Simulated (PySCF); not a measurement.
**How methods differ on the ionisation energy of Mo⁺**

Mo⁺ [Kr] 4d5 (6S) → Mo²⁺ [Kr] 4d4 (5D), as a difference of total energies. Computed with PySCF 2.14 in ANO-RCC-VTZP (7s6p4d2f1g, 68 functions), with the spin-free X2C one-electron Hamiltonian (Gaussian nucleus). Correlated levels: valence: [Kr] frozen. The calculations carry no spin-orbit coupling.

```tsv
method	ionisation energy (eV)
UHF	15.072
MP2 (valence)	15.741
SCS-MP2 (valence)	15.295
CCSD (valence)	15.784
CCSD(T) (valence)	15.805
```

How much does correlation contribute at CCSD(T) (valence)?

15.805 − (15.072) = 0.733 eV, measured against UHF.

A first-order spin-orbit estimate (lowest level to lowest level, LS coupling) adds -0.143 eV.

Errors of the correlated levels include the incompleteness of this basis and the frozen core.

For comparison: 16.16 ± 0.12 eV (semi-empirical (NIST evaluation); NIST Atomic Spectra Database, ionization energies).
